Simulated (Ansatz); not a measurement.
Species: C$_{6}$H$_{12}$Cl, charge 0, multiplicity 2. It need not be the lowest isomer of its formula. 
Structure (B3LYP-D3(BJ)/def2-TZVP (Ansatz, an electronic-structure program) minimum search):
```xyz
19

C     -3.7177    -0.6221    -0.1735
C     -2.3780    -0.9068     0.4973
C     -1.2072    -0.2156    -0.2048
C      0.1053    -0.4427     0.4486
C      1.3692    -0.2475    -0.2439
C      2.5818    -0.8735     0.4083
Cl     1.6917     1.6388    -0.3447
H     -3.7195    -0.9662    -1.2106
H     -3.9335     0.4489    -0.1810
H     -4.5364    -1.1241     0.3446
H     -2.1968    -1.9852     0.5209
H     -2.4108    -0.5780     1.5405
H     -1.4041     0.8678    -0.2410
H     -1.1592    -0.5306    -1.2538
H      0.1371    -0.5349     1.5298
H      1.2990    -0.4961    -1.3008
H      3.4928    -0.6147    -0.1286
H      2.6802    -0.5376     1.4408
H      2.4715    -1.9609     0.4069
```
Charge 0, spin multiplicity 2.

Wanted: atomisation energy (electronic, to ground-state atoms), in kJ/mol. Correlated levels leave the core frozen unless marked. UHF or UKS for open shells. No spin-orbit coupling. Non-relativistic. The coupled-cluster limit lacks core correlation, which all-electron functionals hold. CBS(X,Y): correlation extrapolated as X^-3; Hartree-Fock from the larger set. The bracket is a focal-point correction in the basis named.

| level | program | atomisation energy (kJ/mol) |
|---|---|---|
| PBE0-D3(BJ)/def2-TZVPD | Ansatz + dftd3 | 7470.7 |
| PBE0-D4/def2-TZVP | Ansatz + dftd4 | 7465.8 |
| PBE0-D4/def2-TZVPD | Ansatz + dftd4 | 7467.6 |
| PBE0/def2-TZVP | Ansatz | 7432.3 |
| LC-wPBE-D3(BJ)/def2-TZVPD | Ansatz + dftd3 | 7427.4 |
| B2PLYP-D3(BJ)/def2-TZVPD | Ansatz + dftd3 | 7330.3 |

Task: Estimate the value at RI-MP2/CBS(cc-pV(T+d)Z,cc-pV(Q+d)Z)+[CCSD(T)-MP2]/cc-pV(T+d)Z as computed with Ansatz.

Result: 7390.1 kJ/mol
